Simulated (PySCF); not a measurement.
O2, charge -1, doublet, at a GFN2-xTB geometry (a state made from the parent by changing its charge; the spin is typed, not shown lowest) (in this run its highest filled SCF level lies above zero, so its values depend strongly on the basis, on diffuse functions most of all); M062X/pcseg-1 run with PySCF.

PySCF was given this input:
```python
from pyscf import gto, scf, dft

mol = gto.Mole()
mol.atom = '''
    O    -0.000000   -0.000000   -0.670672
    O     0.000000    0.000000    0.670672
'''
mol.basis = 'pcseg-1'
mol.charge = -1
mol.spin = 1
mol.verbose = 5
mol.build()

mf = dft.UKS(mol)
mf.xc = 'm062x'
mf.kernel()
```

Question: Write the output that PySCF gives for this input, abridged.

Answer: 
```
PySCF version 2.14.0

[INPUT] verbose = 5
[INPUT] max_memory = 4000
[INPUT] num. atoms = 2
[INPUT] num. electrons = 17
[INPUT] charge = -1
[INPUT] spin (= nelec alpha-beta = 2S) = 1
[INPUT] symmetry False subgroup None
[INPUT] Mole.unit = angstrom
[INPUT] Symbol           X                Y                Z      unit          X                Y                Z       unit  Magmom
[...]
[INPUT] ---------------- BASIS SET ----------------
[INPUT] l, kappa, [nprim/nctr], expnt,             c_1 c_2 ...
[INPUT] O
[...]
                                344.416           0.0437333    0    0
                                78.2538           0.194796    0    0
                                21.7195            0.5    0    0
                                6.55907           0.484614    0    0
                                10.4656              0 -0.0713343    0
                                0.964351             0  0.5    0
                                0.285127             0    0    1
[...]
                                3.68999           0.242689    0
                                0.992996           0.5    0
                                0.244924             0    1
[...]
nuclear repulsion = 25.2488112660734
number of shells = 6
number of NR pGTOs = 50
number of NR cGTOs = 28
basis = pcseg-1
ecp = {}

******** <class 'pyscf.dft.uks.UKS'> ********
method = UKS
initial guess = minao
damping factor = 0
level_shift factor = 0
DIIS = <class 'pyscf.scf.diis.CDIIS'>
diis_start_cycle = 1
diis_space = 8
diis_damp = 0
SCF conv_tol = 1e-09
SCF conv_tol_grad = None
SCF max_cycles = 50
direct_scf = True
direct_scf_tol = 1e-13
number electrons alpha = 9  beta = 8
XC library pyscf.dft.libxc version 7.1.2
    S. Lehtola, C. Steigemann, M. J. T. Oliveira, and M. A. L. Marques,  SoftwareX 7, 1–5 (2018)
XC functionals = m062x
    Y. Zhao and D. G. Truhlar,  Theor. Chem. Acc. 120, 215 (2008)
    Y. Zhao and D. G. Truhlar,  Theor. Chem. Acc. 120, 215 (2008)
radial grids:
    Treutler-Ahlrichs [JCP 102, 346 (1995); DOI:10.1063/1.469408] (M4) radial grids

becke partition: Becke, JCP 88, 2547 (1988); DOI:10.1063/1.454033
pruning grids: <function nwchem_prune>
grids dens level: 3
symmetrized grids: False
atomic radii adjust function: <function treutler_atomic_radii_adjust>
small_rho_cutoff = 0
Set gradient conv threshold to 3.16228e-05
atom O rad-grids = 75, ang-grids = [ 50  50  50  50  50  50  50  50  50  50  50  50  50  50  50  50  50  50
  50  50  50  50  50  86  86  86  86  86  86  86  86  86 266 266 266 266
 266 266 266 302 302 302 302 302 302 302 302 302 302 302 302 302 302 302
 302 302 302 302 302 266 266 266 266 266 266 266 266 266 266 266 266 266
 266 266 266]
tot_boxes 891, boxes in each direction [7 7 9]
Padding 4 grids
tot grids = 28168
nelec by numeric integration = [7.99039353 7.99039353]
E1 = -256.3854766441545  E2 = 81.06872551090271  Ecoul = 97.68275148069452  Exc = -16.61402596979182
init E= -150.067939867178
cond(S) = 111.26640026324515

  alpha mo_energy =
[-19.76973536 -19.76913235  -1.39146991  -0.93604973  -0.54481803
  -0.50781068  -0.50781068  -0.2649259   -0.2649259    0.06418785
   0.71288385   0.80460438   0.80460438   0.88429402   0.89826837
   0.89826837   1.06065228   1.57029976   1.8378418    1.8378418
   2.06434564   2.06436998   2.29405122   2.29414443   2.36690702
   2.80759557   2.80759557   3.25061778]
  beta  mo_energy =
[-19.76973536 -19.76913235  -1.39146991  -0.93604973  -0.54481803
  -0.50781068  -0.50781068  -0.2649259   -0.2649259    0.06418785
   0.71288385   0.80460438   0.80460438   0.88429402   0.89826837
   0.89826837   1.06065228   1.57029976   1.8378418    1.8378418
   2.06434564   2.06436998   2.29405122   2.29414443   2.36690702
   2.80759557   2.80759557   3.25061778]
multiplicity <S^2> = 0.75  2S+1 = 2
nelec by numeric integration = [8.99999955 7.99999964]
E1 = -264.5164744989292  E2 = 89.06917710702473  Ecoul = 106.55662882692809  Exc = -17.487451719903355
cycle= 1 E= -150.198486125831  delta_E= -0.131  |g|= 0.274  |ddm|= 1.24
  alpha mo_energy =
[-19.14821225 -19.14812967  -0.84253221  -0.48877365  -0.14064467
  -0.11564982  -0.10894264   0.06569262   0.09951723   0.58893703
   1.14312412   1.20313303   1.22938113   1.28288399   1.29037927
   1.30764327   1.48899772   1.99158096   2.28262277   2.30755878
   2.53372277   2.53399799   2.76418417   2.76422162   2.85098928
   3.26827147   3.29432647   3.71802908]
  beta  mo_energy =
[-19.13791674 -19.137698    -0.81179975  -0.44554933  -0.09451054
  -0.09329546  -0.04277709   0.11598289   0.35152462   0.60343778
   1.15230373   1.23814913   1.25801437   1.29672211   1.31432333
   1.33860945   1.50638006   2.01450392   2.31578122   2.31583426
   2.55053278   2.5592504    2.78696366   2.79631457   2.86413164
   3.29221259   3.30286655   3.73106676]
multiplicity <S^2> = 0.75246062  2S+1 = 2.0024591
nelec by numeric integration = [8.99999957 7.99999966]
E1 = -261.96357688048624  E2 = 86.49841962635476  Ecoul = 103.63274272475729  Exc = -17.134323098402533
cycle= 2 E= -150.216345988058  delta_E= -0.0179  |g|= 0.181  |ddm|= 0.347
  alpha mo_energy =
[-1.93319368e+01 -1.93318629e+01 -9.18102101e-01 -5.63168946e-01
 -2.05768017e-01 -1.90623860e-01 -1.73418074e-01 -5.42372788e-03
  2.92919528e-02  5.21462364e-01  1.07957416e+00  1.14729390e+00
  1.17326278e+00  1.23124352e+00  1.23912179e+00  1.25564896e+00
  1.43375012e+00  1.93548434e+00  2.22100996e+00  2.24515221e+00
  2.47502526e+00  2.47527703e+00  2.70490393e+00  2.70498841e+00
  2.77636156e+00  3.20540378e+00  3.23067034e+00  3.64755060e+00]
  beta  mo_energy =
[-19.32181917 -19.3216251   -0.88599133  -0.51770943  -0.16673709
  -0.15750845  -0.1046598    0.04788329   0.28617948   0.53894029
   1.08874326   1.18226534   1.20128846   1.2455576    1.26266056
   1.28412246   1.4486739    1.95988432   2.25388493   2.25491544
   2.49093248   2.50161173   2.72683953   2.73853953   2.79058783
   3.22948577   3.23979026   3.6626851 ]
[...]
cycle= 4 E= -150.228864661749  delta_E= -0.000165  |g|= 0.00409  |ddm|= 0.0136
  alpha mo_energy =
[-1.93219945e+01 -1.93219167e+01 -9.10860690e-01 -5.61474559e-01
 -2.02434892e-01 -1.87136278e-01 -1.69194163e-01 -3.84708093e-03
  3.21730714e-02  5.26891820e-01  1.08178144e+00  1.15020546e+00
  1.17670348e+00  1.23390565e+00  1.24165686e+00  1.25883466e+00
  1.44019719e+00  1.94021570e+00  2.22684600e+00  2.25043496e+00
  2.47910001e+00  2.47939165e+00  2.70827986e+00  2.70831982e+00
  2.78175472e+00  3.20959973e+00  3.23426633e+00  3.65100835e+00]
  beta  mo_energy =
[-19.31039293 -19.3102015   -0.87627886  -0.5132126   -0.16214736
  -0.15162847  -0.0979388    0.05310656   0.29261961   0.54611652
   1.09281007   1.1871299    1.20855455   1.2484768    1.26678336
   1.28993796   1.45347007   1.96351865   2.25914053   2.26059955
   2.49524137   2.50638595   2.73081741   2.74302747   2.79692511
   3.23439509   3.24395717   3.66659238]
multiplicity <S^2> = 0.7539915  2S+1 = 2.0039875
nelec by numeric integration = [8.99999956 7.99999965]
E1 = -263.0772476392274  E2 = 87.5995567232039  Ecoul = 104.8819693470223  Exc = -17.282412623818402
cycle= 5 E= -150.22887964995  delta_E= -1.5e-05  |g|= 0.000836  |ddm|= 0.00588
  alpha mo_energy =
[-1.93218477e+01 -1.93217698e+01 -9.10874231e-01 -5.61540433e-01
 -2.02515547e-01 -1.87115901e-01 -1.69205076e-01 -3.98169548e-03
  3.21227616e-02  5.26887868e-01  1.08174555e+00  1.15014262e+00
  1.17670915e+00  1.23385647e+00  1.24166696e+00  1.25882826e+00
  1.44037884e+00  1.94045467e+00  2.22693213e+00  2.25053683e+00
  2.47918815e+00  2.47947998e+00  2.70836247e+00  2.70840298e+00
  2.78180750e+00  3.20967551e+00  3.23436748e+00  3.65106266e+00]
  beta  mo_energy =
[-19.31006122 -19.30987023  -0.87592615  -0.51292833  -0.16196702
  -0.15130992  -0.09769535   0.05349129   0.29284246   0.54628799
   1.09291298   1.18731885   1.20868531   1.24845246   1.26687704
   1.29008591   1.45342177   1.96354144   2.25931283   2.26079464
   2.49544751   2.50664746   2.73102658   2.74330599   2.79710333
   3.2345754    3.24413882   3.66676566]
multiplicity <S^2> = 0.75410855  2S+1 = 2.0041043
nelec by numeric integration = [8.99999956 7.99999965]
E1 = -263.0760876892998  E2 = 87.59839600737176  Ecoul = 104.88072966026797  Exc = -17.282333652896213
cycle= 6 E= -150.228880415855  delta_E= -7.66e-07  |g|= 8.37e-05  |ddm|= 0.00168
  alpha mo_energy =
[-1.93218769e+01 -1.93217991e+01 -9.10895539e-01 -5.61559161e-01
 -2.02526113e-01 -1.87126521e-01 -1.69234448e-01 -3.99144115e-03
  3.20877844e-02  5.26879471e-01  1.08173861e+00  1.15014330e+00
  1.17669862e+00  1.23385908e+00  1.24167344e+00  1.25882439e+00
  1.44037887e+00  1.94044748e+00  2.22692097e+00  2.25052082e+00
  2.47917175e+00  2.47946318e+00  2.70834567e+00  2.70838614e+00
  2.78179596e+00  3.20966525e+00  3.23435148e+00  3.65105288e+00]
  beta  mo_energy =
[-19.31007844 -19.30988747  -0.87592844  -0.51292583  -0.16196962
  -0.15129727  -0.09770696   0.05350811   0.2928354    0.54628843
   1.09292108   1.18734076   1.20868741   1.24846311   1.26689365
   1.29008076   1.45341911   1.96352541   2.25930495   2.26078366
   2.4954381    2.50662894   2.73101937   2.74328776   2.79709514
   3.23456218   3.24413439   3.66675117]
multiplicity <S^2> = 0.75411153  2S+1 = 2.0041073
nelec by numeric integration = [8.99999956 7.99999965]
E1 = -263.0762600470592  E2 = 87.59856835803062  Ecoul = 104.88092568640141  Exc = -17.28235732837079
cycle= 7 E= -150.228880422955  delta_E= -7.1e-09  |g|= 1.12e-05  |ddm|= 0.000155
  alpha mo_energy =
[-1.93218770e+01 -1.93217992e+01 -9.10896621e-01 -5.61560508e-01
 -2.02524833e-01 -1.87127431e-01 -1.69237944e-01 -3.98962454e-03
  3.20834497e-02  5.26878475e-01  1.08173746e+00  1.15014312e+00
  1.17669410e+00  1.23385881e+00  1.24167165e+00  1.25882098e+00
  1.44037784e+00  1.94044845e+00  2.22692106e+00  2.25052097e+00
  2.47917155e+00  2.47946297e+00  2.70834537e+00  2.70838581e+00
  2.78179501e+00  3.20966522e+00  3.23435095e+00  3.65105262e+00]
  beta  mo_energy =
[-19.31007769 -19.30988671  -0.87592803  -0.51292522  -0.16196991
  -0.15129471  -0.09770728   0.05351171   0.29283442   0.54628786
   1.09291971   1.18734027   1.2086835    1.2484603    1.26689262
   1.29007846   1.45341649   1.96352349   2.25930512   2.26078337
   2.49543952   2.50663003   2.73102061   2.74328878   2.79709532
   3.23456249   3.24413449   3.66675225]
multiplicity <S^2> = 0.75411163  2S+1 = 2.0041074
nelec by numeric integration = [8.99999956 7.99999965]
E1 = -263.0762479587292  E2 = 87.59855626955971  Ecoul = 104.88091213002652  Exc = -17.2823558604668
cycle= 8 E= -150.228880423096  delta_E= -1.41e-10  |g|= 9.08e-07  |ddm|= 2.35e-05
  alpha mo_energy =
[-1.93218773e+01 -1.93217994e+01 -9.10896606e-01 -5.61560574e-01
 -2.02524727e-01 -1.87127503e-01 -1.69238114e-01 -3.98952790e-03
  3.20831796e-02  5.26878469e-01  1.08173745e+00  1.15014336e+00
  1.17669410e+00  1.23385902e+00  1.24167177e+00  1.25882105e+00
  1.44037798e+00  1.94044837e+00  2.22692096e+00  2.25052093e+00
  2.47917149e+00  2.47946290e+00  2.70834528e+00  2.70838571e+00
  2.78179500e+00  3.20966512e+00  3.23435087e+00  3.65105253e+00]
  beta  mo_energy =
[-19.31007791 -19.30988693  -0.87592808  -0.5129253   -0.16196998
  -0.15129473  -0.09770736   0.05351166   0.2928344    0.54628791
   1.09291977   1.18734046   1.20868381   1.24846049   1.26689284
   1.29007859   1.45341666   1.96352352   2.2593051    2.26078324
   2.49543936   2.50662987   2.73102048   2.74328862   2.79709525
   3.23456231   3.24413447   3.66675202]
multiplicity <S^2> = 0.75411163  2S+1 = 2.0041074
nelec by numeric integration = [8.99999956 7.99999965]
E1 = -263.07624915310475  E2 = 87.59855746393342  Ecoul = 104.88091350586132  Exc = -17.282356041927905
Extra cycle  E= -150.228880423098  delta_E= -1.85e-12  |g|= 4.79e-07  |ddm|= 2.3e-06
converged SCF energy = -150.228880423098  <S^2> = 0.75411163  2S+1 = 2.0041074
```
